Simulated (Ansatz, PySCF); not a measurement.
The pair A = H2O (SMILES O) (first 3 atoms), B = AsH3 (SMILES [AsH3]); geometry from B3LYP-D3(BJ)/def2-TZVP.
(charge 0, multiplicity 1):
```xyz
7

O     -0.04880     0.63244    -0.59994
H     -0.91007     0.30572    -0.87873
H     -0.00101     0.43945     0.34583
As     0.23175    -0.45491     2.87883
H     -0.19798     0.23498     4.16490
H      1.64604    -0.69838     3.38216
H     -0.25863    -1.81677     3.34834
```

Frozen-core correlation. Filled d and f shells under p-block atoms count as core. CBS: X⁻³ extrapolation of the correlation energy, Hartree–Fock from the larger set.

Run with Ansatz (Gaussian basis) for Hartree–Fock, density functionals and correlated methods; PySCF for the dispersion terms. 

The monomers are drawn apart, rigid, along the line of their centres of mass. Counterpoise-corrected interaction energies (kcal/mol):

| level | R = 4.726 Å | R = 5.804 Å |
|---|---|---|
| PBE/def2-TZVPPD | -0.9188 | -0.3088 |
| PBE-D3(BJ)/def2-TZVPPD | -1.1317 | -0.3733 |
| wB97M-V/def2-TZVPPD | -0.9414 | -0.3416 |
| CCSD(T)/CBS(aug-cc-pVDZ, aug-cc-pVTZ) | -0.9785 | -0.3548 |

R is the distance of the centres of mass. Find the local exponent m of E ∝ R⁻ᵐ between the two points.


m = ln(E₁/E₂)/ln(R₂/R₁): PBE/def2-TZVPPD 5.3; PBE-D3(BJ)/def2-TZVPPD 5.4; wB97M-V/def2-TZVPPD 4.9; CCSD(T)/CBS(aug-cc-pVDZ, aug-cc-pVTZ) 4.9. For scale, two fixed dipoles give m = 3, dipole and quadrupole 4, quadrupoles 5, and dispersion or dipole-induced dipole 6 at long range; at these distances several terms mix, and what is left of overlap and damping shifts m, so it need not match one of them.

Ansatz is an electronic-structure program.
